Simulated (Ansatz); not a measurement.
Ansatz results at the PBE0-D4/def2-TZVP geometry: HOMO–LUMO gap (B3LYP/def2-TZVPP) 7.72 eV; HOMO–LUMO gap (ωB97M-V/def2-TZVPP) 11.82 eV; HOMO energy (B3LYP/def2-TZVPP) -8.09 eV.

Task: Which molecule gave them?
A. `CC[B@H-]1[O+](C)[B@@H-](CC)[O+]1C`
B. `C[CH2][Ga@-]1([Cl])[Br+][Ga@-]([Cl])([CH2]C)[Br+]1`
C. `Cl[B@H-]1[OH+][B@H-](Cl)[OH+]1`
D. `[Cl][Al@H-]1[NH2+][Al@@H-]([Cl])[NH2+]1`

Result: D. The others give `C[CH2][Ga@-]1([Cl])[Br+][Ga@-]([Cl])([CH2]C)[Br+]1`: 6.63, 11.19, -7.97; `Cl[B@H-]1[OH+][B@H-](Cl)[OH+]1`: 7.96, 12.32, -8.20; `CC[B@H-]1[O+](C)[B@@H-](CC)[O+]1C`: 8.02, 12.22, -7.25.

B3LYP here is the variant with VWN-RPA as its local correlation; programs differ in this.
